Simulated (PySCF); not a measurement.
Parent: `[CH3:1][N+:2]([CH3:3])([CH3:4])[C:5]1=[CH:6][CH:7]=[CH:8][SiH2:9]1` (charge +1), [C7H14NSi]+.

The calculation used PySCF 2.14.0, PBE0-D3(BJ)/def2-SVP geometry optimisation, gas phase. One conformer each, not checked by frequencies here.

```tsv
coordinate of the parent	value
C1–N2	1.492 Å
N2–C3	1.497 Å
N2–C4	1.497 Å
N2–C5	1.481 Å
C5=C6	1.348 Å
C6–C7	1.474 Å
C7=C8	1.349 Å
C8–Si9	1.864 Å
C5–Si9	1.903 Å
C1–N2–C3	108.5°
C1–N2–C4	108.5°
C1–N2–C5	109.6°
C3–N2–C4	109.7°
C3–N2–C5	110.3°
C4–N2–C5	110.3°
N2–C5–C6	122.3°
N2–C5–Si9	130.0°
C6–C5–Si9	107.7°
C5–C6–C7	116.1°
C6–C7–C8	117.1°
C7–C8–Si9	108.3°
C5–Si9–C8	90.8°
```

Question: How does the shared frame change in `[CH3:1][O:2][C:3]1=[CH:4][CH:5]=[C:6]([N+:7]([CH3:8])([CH3:9])[CH3:10])[SiH2:11]1` (charge +1) with C1–O2–C3–C4 0°, [C8H16NOSi]+? Atoms pair as C1 = C10, N2 = N7, C3 = C8, C4 = C9, C5 = C6, C6 = C5, C7 = C4, C8 = C3, Si9 = Si11 (parent first).

Answer: 
```json
{"parent": "C1–N2", "relative": "C10–N7", "value in the relative": "1.491 Å", "change": "-0.001"}
{"parent": "N2–C3", "relative": "N7–C8", "value in the relative": "1.496 Å", "change": "-0.001"}
{"parent": "N2–C4", "relative": "N7–C9", "value in the relative": "1.496 Å", "change": "-0.001"}
{"parent": "N2–C5", "relative": "N7–C6", "value in the relative": "1.480 Å", "change": "-0.001"}
{"parent": "C5=C6", "relative": "C6=C5", "value in the relative": "1.357 Å", "change": "+0.009"}
{"parent": "C6–C7", "relative": "C5–C4", "value in the relative": "1.455 Å", "change": "-0.019"}
{"parent": "C7=C8", "relative": "C4=C3", "value in the relative": "1.366 Å", "change": "+0.017"}
{"parent": "C8–Si9", "relative": "C3–Si11", "value in the relative": "1.898 Å", "change": "+0.034"}
{"parent": "C5–Si9", "relative": "C6–Si11", "value in the relative": "1.884 Å", "change": "-0.019"}
{"parent": "C1–N2–C3", "relative": "C10–N7–C8", "value in the relative": "108.4°", "change": "-0.1"}
{"parent": "C1–N2–C4", "relative": "C10–N7–C9", "value in the relative": "108.4°", "change": "-0.1"}
{"parent": "C1–N2–C5", "relative": "C10–N7–C6", "value in the relative": "109.3°", "change": "-0.3"}
{"parent": "C3–N2–C4", "relative": "C8–N7–C9", "value in the relative": "109.6°", "change": "-0.1"}
{"parent": "C3–N2–C5", "relative": "C8–N7–C6", "value in the relative": "110.5°", "change": "+0.2"}
{"parent": "C4–N2–C5", "relative": "C9–N7–C6", "value in the relative": "110.5°", "change": "+0.2"}
{"parent": "N2–C5–C6", "relative": "N7–C6–C5", "value in the relative": "122.2°", "change": "-0.1"}
{"parent": "N2–C5–Si9", "relative": "N7–C6–Si11", "value in the relative": "130.3°", "change": "+0.3"}
{"parent": "C6–C5–Si9", "relative": "C5–C6–Si11", "value in the relative": "107.4°", "change": "-0.3"}
{"parent": "C5–C6–C7", "relative": "C6–C5–C4", "value in the relative": "118.8°", "change": "+2.7"}
{"parent": "C6–C7–C8", "relative": "C5–C4–C3", "value in the relative": "114.6°", "change": "-2.5"}
{"parent": "C7–C8–Si9", "relative": "C4–C3–Si11", "value in the relative": "108.9°", "change": "+0.6"}
{"parent": "C5–Si9–C8", "relative": "C6–Si11–C3", "value in the relative": "90.2°", "change": "-0.6"}
```

Of the parent's bonds, C8–Si9 changes most (+0.034 Å). Bonds of the relative outside the shared frame: C1–O2 1.418, O2–C3 1.316 Å. Point group Cs → Cs.
